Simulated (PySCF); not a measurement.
A structure optimised at B3LYP-D3(BJ)/def2-SVP, used in a PySCF frequency run:

```xyz
11

O      2.1378     0.0598     0.4010
Si     0.7098     0.1969    -0.4343
C     -0.6496     1.2608     0.3393
C     -1.7046     0.4311     0.4645
C     -1.4280    -0.9818     0.0130
N     -0.2728    -1.2971    -0.4376
H      2.0981    -0.3186     1.2875
H      1.0892     0.6068    -1.8051
H     -0.6924     2.3161     0.6171
H     -2.6915     0.7077     0.8520
H     -2.2397    -1.7288     0.0841
```
Charge 0, spin multiplicity 1.

Q: Write its SMILES and formula.

A: O[Si@@H]1C=CC=N1, C3H5NOSi

Q: What are its rotational constants (standard atomic weights)?

A: 5.8466, 2.6805, 2.0835 GHz
